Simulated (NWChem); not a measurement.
Species: BSiH4O2F; SMILES B([SiH2]F)(O)O

```xyz
9

Si    -0.7359     0.9237     0.0000
F      0.6609     1.8330     0.0000
B      0.0615    -0.9562     0.0000
O     -0.5680    -2.1704     0.0000
O      1.4283    -0.9690     0.0000
H     -1.5386     1.3119    -1.2148
H     -1.5386     1.3119     1.2148
H     -1.5364    -2.0999     0.0000
H      1.7780    -0.0560     0.0000
```
Atoms are numbered in this order, from 1.

All runs: NWChem. Coordinates come from a PBE-D3(BJ)/def2-SVP optimisation. Total energies compare along this basis series because the functional is fixed.

```json
[
 {"level": "Hartree-Fock/cc-pVDZ", "basis functions": "94", "energy (Ha)": "-565.2745", "highest occupied level (eV)": "-11.53", "orbital gap (eV)": "14.53", "dipole (D)": "2.87"},
 {"level": "Hartree-Fock/aug-cc-pVDZ", "basis functions": "155", "energy (Ha)": "-565.3039", "highest occupied level (eV)": "-11.65", "orbital gap (eV)": "…", "dipole (D)": "2.89"},
 {"level": "Hartree-Fock/cc-pVTZ", "basis functions": "210", "energy (Ha)": "-565.3911", "highest occupied level (eV)": "-11.61", "orbital gap (eV)": "14.16", "dipole (D)": "2.80"}
]
```

Question: What belongs in the gaps?

Answer: 
- Hartree-Fock/aug-cc-pVDZ, orbital gap (eV): 12.44
